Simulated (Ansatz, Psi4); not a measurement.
Psi4 was given this input:
```
memory 2 GB

molecule mol {
-1 1
C     0.003607    0.072759    0.358527
H     0.014130   -0.024556    1.491846
C     0.001972    1.489052   -0.212949
H    -0.878369    2.022651    0.264792
H     0.894098    2.017892    0.247925
C     1.242518   -0.686502   -0.130181
H     1.272518   -0.673301   -1.219109
H     2.148534   -0.203547    0.235865
H     1.247660   -1.730211    0.209644
C    -1.248439   -0.679813   -0.106477
H    -1.299085   -0.666395   -1.194638
H    -1.252717   -1.723497    0.233437
H    -2.144719   -0.192018    0.276719
}

set {
  basis sto-3g
  reference rhf
  freeze_core true
  mp2_type conv
  scf_type pk
  puream true
  d_convergence 1e-8
}

energy('ccsd(t)')
print_variables()
```

Write the same job for Ansatz (a quantum-chemistry and plane-wave program).

This is not unique; one that fits is 
Ansatz 0.2 input:
```yaml
crystal:
  periodic: [false, false, false]
  atoms:
    - {symbol: C, position_ang: [0.00360706, 0.07275878, 0.35852744]}
    - {symbol: H, position_ang: [0.01413019, -0.02455558, 1.49184561]}
    - {symbol: C, position_ang: [0.00197210, 1.48905250, -0.21294948]}
    - {symbol: H, position_ang: [-0.87836911, 2.02265113, 0.26479170]}
    - {symbol: H, position_ang: [0.89409793, 2.01789160, 0.24792523]}
    - {symbol: C, position_ang: [1.24251803, -0.68650164, -0.13018073]}
    - {symbol: H, position_ang: [1.27251834, -0.67330054, -1.21910898]}
    - {symbol: H, position_ang: [2.14853428, -0.20354655, 0.23586489]}
    - {symbol: H, position_ang: [1.24765967, -1.73021109, 0.20964392]}
    - {symbol: C, position_ang: [-1.24843893, -0.67981278, -0.10647724]}
    - {symbol: H, position_ang: [-1.29908454, -0.66639513, -1.19463808]}
    - {symbol: H, position_ang: [-1.25271749, -1.72349693, 0.23343705]}
    - {symbol: H, position_ang: [-2.14471882, -0.19201806, 0.27671870]}
basis:
  gaussian:
    orbitals: STO-3G
total_charge: -1
magnetization: {spin_polarized: false}
correlation: {method: ccsd_t, electrons: outside_noble_gas}
accuracy: high
```

Both were run: Psi4 gave -154.854365 Eh and Ansatz -154.854366 Eh, 0.000 mEh apart.
